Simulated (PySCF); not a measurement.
Job for PySCF: U-HF/6-31G* on BFH2O (SMILES OBF), a point of a bond scan (R = 1.327 Å).

```python
from pyscf import gto, scf, dft, mp
from pyscf.data.elements import chemcore

mol = gto.M(
    atom='''
    B    -0.35597186   -0.16970641   -0.21957831
    H    -1.28437305   -0.66736312   -0.78003284
    F    -0.14231355    1.13328381   -0.35445889
    O     0.50508287   -0.86058104    0.55608247
    H     0.30439133   -1.79901087    0.61939460
    ''',
    basis='6-31g*',
    cart=True,
    charge=0, spin=0, verbose=3, max_memory=1800)
mf = scf.UHF(mol)
mf.conv_tol = 1e-8
mf.max_cycle = 100
mf.init_guess_breaksym = True
mf.kernel()
if not mf.converged:
    mf = mf.newton().run(mf.mo_coeff, mf.mo_occ)
for _ in range(4):
    mo, _, stable, _ = mf.stability(return_status=True)
    if stable:
        break
    mf.kernel(mf.make_rdm1(mo, mf.mo_occ))
```

The log:

```
converged SCF energy = -200.257168062595  <S^2> = 2.9945877e-09  2S+1 = 1
<class 'pyscf.scf.uhf.UHF'> wavefunction is stable in the internal stability analysis
```

Self-consistency was reached.

Cost: around 1.3 core-seconds (rough).
